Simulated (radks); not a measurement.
Excited configurations of Er13+: one electron is placed in a higher orbital outside [Kr] 4d10 4f7 5s1. The ground configuration is [Kr] 4d10 4f7 5s2. All-electron calculation, scalar-relativistic Kohn-Sham, r2SCAN, spin-unpolarised, spherical densities, finite nucleus; meta-GGA in the generalised Kohn-Sham scheme; Fermi nuclear charge, rms radius 5.2516 fm. Program: a radial shooting solver on a logarithmic mesh with Libxc functionals. Excitation = E - E(ground); binding = E(ion) - E, where the ion is the core of charge +14; n* = 14/sqrt(2 binding) in atomic units. These energies are relativistic, and a one-electron ion of charge +14 with no core already has n* below n in this formula (scalar-relativistic equation, point nucleus: 5p 4.997, 5d 4.999, 5f 4.999, 6s 5.995, 6p 5.997, 7s 6.995, 7p 6.997, 7d 6.998, 7f 6.999). The quantum defect is therefore taken as that value minus n*, so that it holds no relativistic shift of the bare ion.

outer orbital	excitation (eV)	binding (eV)	n*	quantum defect	eigenvalue (eV)
5p	36.893	246.75	3.287	1.710	-237.43
5d	87.147	196.49	3.684	1.315	-188.22
5f	139.06	144.58	4.295	0.705	-137.83
6s	125.92	157.72	4.112	1.884	-152.74
6p	141.94	141.70	4.338	1.659	-136.93
7s	182.01	101.63	5.123	1.873	-98.496
7p	190.60	93.042	5.354	1.643	-90.145
7d	202.93	80.712	5.748	1.250	-77.975
7f	216.65	66.990	6.309	0.690	-64.571

The Delta-SCF ionisation energy is 283.64 eV (NIST Atomic Spectra Database: 290 eV, theoretical). Self-interaction in the functional shifts the binding energies and quantum defects, so they are the method's values and not measured ones. Spin polarisation and multiplet splitting are left out, so open shells lie too high by an amount that depends on their filling. Spin-orbit splitting is averaged out at the scalar-relativistic level.

Beside tabulated values, note that spin-unpolarised runs miss the spin-polarisation part of the exchange energy of open shells.
